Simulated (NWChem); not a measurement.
System meant: BSiNH₆O₂; SMILES [SiH2](N)B(O)O

NWChem input:

```
start job
memory heap 200 mb stack 900 mb global 1100 mb
geometry units angstroms noautoz
  Si    -0.731853     0.923066    -0.106250
  N      0.794870     1.777162     0.200170
  B     -0.049646    -0.987141    -0.005493
  O     -0.798817    -2.113417     0.075639
  O      1.306947    -1.051343    -0.053504
  H     -1.853949     1.312264     0.812244
  H     -1.142560     1.328882    -1.488632
  H      0.911663     2.687507    -0.237012
  H      1.066410     1.860554     1.177672
  H     -0.242934    -2.903781     0.082476
  H      1.650462    -0.138713    -0.110135
end
basis spherical
  * library def2-svp
end
dft
  xc b3lyp
  iterations 4
  mulliken
end
task dft energy
```

End of the output:

```
    Atom       Charge   Shell Charges
 -----------   ------   -------------------------------------------------------
    1 Si  14    13.56   2.00  1.93  0.66  0.33  5.82  1.32  1.17  0.34
    2 N    7     7.24   1.97  0.73  0.46  2.25  1.82  0.03
    3 B    5     5.31   1.96  0.52  0.27  1.46  0.70  0.40
    4 O    8     7.98   1.97  0.85  0.55  2.71  1.88  0.02
    5 O    8     8.01   1.97  0.85  0.55  2.72  1.88  0.02
    6 H    1     1.11   0.65  0.44  0.02
    7 H    1     1.10   0.65  0.42  0.02
    8 H    1     0.94   0.60  0.21  0.12
    9 H    1     0.94   0.60  0.22  0.13
   10 H    1     0.90   0.55  0.17  0.18
   11 H    1     0.92   0.53  0.20  0.19

 center of mass
 --------------
 x =  -0.00330121 y =  -0.10811307 z =  -0.00336697

 moments of inertia (a.u.)
 ------------------
         699.572885507627           0.000000000000          -0.000000000000
           0.000000000000         270.913567242881           0.000000000000
          -0.000000000000           0.000000000000         933.279761003774

     Multipole analysis of the density
     ---------------------------------

     L   x y z        total         alpha         beta         nuclear
     -   - - -        -----         -----         ----         -------
     0   0 0 0      0.000000    -24.000000    -24.000000     48.000000

     1   1 0 0      0.438912      0.219456      0.219456     -0.000000
     1   0 1 0      0.518851      0.259426      0.259426      0.000000
     1   0 0 1      0.212579      0.106290      0.106290      0.000000

     2   2 0 0    -30.733921    -86.896263    -86.896263    143.058605
     2   1 1 0      1.114165      0.359381      0.359381      0.395402
     2   1 0 1      1.009606     -0.153773     -0.153773      1.317152
     2   0 2 0    -22.678386   -201.252283   -201.252283    379.826179
     2   0 1 1      0.607637      0.021982      0.021982      0.563673
     2   0 0 2    -27.655768    -22.236034    -22.236034     16.816299

 ------------------------------------------------------------------------
 dft energy failed                                                                                  0
 ------------------------------------------------------------------------
 ------------------------------------------------------------------------
  current input line :
    24: task dft energy
 ------------------------------------------------------------------------
 ------------------------------------------------------------------------
 This type of error is most commonly associated with calculations not reaching convergence criteria
 ------------------------------------------------------------------------
 For more information see the NWChem manual at https://nwchemgit.github.io

0:dft energy failed:Received an Error in Communication
```

### Question
Find the fault in this run and fix the input.

### Answer
Convergence was not reached. Cause: the SCF was allowed too few iterations. This input runs:
```
start job
memory heap 200 mb stack 900 mb global 1100 mb
geometry units angstroms noautoz
  Si    -0.731853     0.923066    -0.106250
  N      0.794870     1.777162     0.200170
  B     -0.049646    -0.987141    -0.005493
  O     -0.798817    -2.113417     0.075639
  O      1.306947    -1.051343    -0.053504
  H     -1.853949     1.312264     0.812244
  H     -1.142560     1.328882    -1.488632
  H      0.911663     2.687507    -0.237012
  H      1.066410     1.860554     1.177672
  H     -0.242934    -2.903781     0.082476
  H      1.650462    -0.138713    -0.110135
end
basis spherical
  Si library def2-svp
  N library def2-svp
  B library def2-svp
  O library def2-svp
  H library def2-svp
end
dft
  xc b3lyp
  iterations 150
  mulliken
end
task dft energy
```
It converges to -523.03382 Ha (B3LYP/def2-SVP).
